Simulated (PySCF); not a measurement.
Molecule: Hydrogen diatomic ([H][H], H$_{2}$).

Bonds (- single, = double, # triple, : aromatic): H1-H2 0.761 Å.

Geometry PBE0-D3(BJ)/def2-SVP throughout; GIAO in PySCF 2.14.0 with density-fitted response routines, gas phase, one conformer, non-relativistic; equivalent atoms averaged; basis pcSseg-2.

Task: How do the absolute shieldings σ depend on the functional? (ppm; last column core-seconds on 1 thread of an Arm Neoverse V2, shared host; the GGAs took longer than the global hybrids here, which isn't the general rule, and the cause wasn't traced)

Result: 
```tsv
functional	kind	H1/H2	core-s
PBE	GGA	26.34	0.14
PBE0	global hybrid	26.29	0.11
mPW1PW91	global hybrid	26.32	0.1
WP04	global hybrid	26.87	0.11
B97-2	global hybrid	26.38	0.1
BHandHLYP	global hybrid	26.24	0.09
CAM-B3LYP	range-separated hybrid	26.21	0.11
wB97X-D	range-separated hybrid	26.32	0.11
LC-wPBE	range-separated hybrid	26.28	0.13
```

Task: What range do the values span?

Result: H1/H2 (hydrogen): from 26.21 ppm with CAM-B3LYP to 26.87 ppm with WP04.
